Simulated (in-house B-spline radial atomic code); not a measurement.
A run on Sb (an excited or competing configuration) that did not converge. Method: scalar-relativistic (X2C) B97-1, spin-polarised, spherical fractional occupations, Fermi nucleus of rms radius 4.6802 fm; computed with an all-electron radial atomic-structure program (B-spline basis).

Command:
```bash
python run_scf.py task.json out
```
Settings (nuclear radius in fm, mass in u):
```
Z                51
configuration    [Kr] 4d9 5s2 5p3 5f1
hamiltonian      x2c
method           b97_1
spin_polarised   True
nucleus          fermi
rms_radius       4.6802
atomic_mass      120.90381
speed_of_light   137.035999084
```

First and last ten iterations of the last attempt (damped for 15 steps, keeping 80 % of the old Fock matrix, then DIIS):
```
 iter        energy (Eh)    residual
    1       -6475.849242    4.65e-01
    2       -6477.000694    2.30e-01
    3       -6478.202466    1.48e-01
    4       -6478.720141    9.36e-02
    5       -6478.932409    5.86e-02
    6       -6479.019928    3.63e-02
    7       -6479.057300    2.31e-02
    8       -6479.072847    1.62e-02
    9       -6479.079222    1.15e-02
   10       -6479.082064    8.56e-03
  111       -6479.084258    2.28e-05
  112       -6479.084257    2.98e-05
  113       -6479.084258    1.92e-05
  114       -6479.084258    1.84e-05
  115       -6479.084259    2.06e-05
  116       -6479.084262    4.79e-05
  117       -6479.084260    3.22e-05
  118       -6479.084263    5.54e-05
  119       -6479.084265    8.21e-05
  120       -6479.084267    1.51e-04
 not converged after 120 iterations
```

The smallest residual met was 1.6e-05; the threshold is about 5e-07. Over the last five steps the energy moves by less than 1e-05 hartree, but the orbitals didn't meet the threshold. Run time, properties included: 10 s on 1 thread of Arm Neoverse V1, on a shared host.
